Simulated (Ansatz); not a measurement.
```xyz
11

C    -0.013   -1.020    1.081
B    -0.393   -0.121   -0.140
Si    0.856    1.318   -0.820
S    -1.922   -0.269   -1.031
H     0.197   -0.395    1.957
H     0.924   -1.551    0.875
H    -0.770   -1.757    1.360
H     0.316    2.062   -1.990
H     2.161    0.712   -1.216
H     1.138    2.300    0.266
H    -2.494   -1.279   -0.344
```

Charge 0, multiplicity 1.

Question: List the CAM-B3LYP/def2-TZVPP orbital energies in eV (the Gaussian-basis code of Ansatz). (Best estimate.)

Answer: Computed: Occupied: -2420.10, -1800.40, -278.41, -218.16, -186.17, -162.74, -162.61, -162.59, -145.04, -100.37, -100.36, -100.34, -22.86, -21.33, -16.96, -14.55, -13.28, -13.03, -13.02, -11.03, -10.92, -10.40, -9.57, -9.45. Lowest empty: -0.20, 1.30, 1.83, 2.11, 2.46, 2.85, 2.86, 3.64.
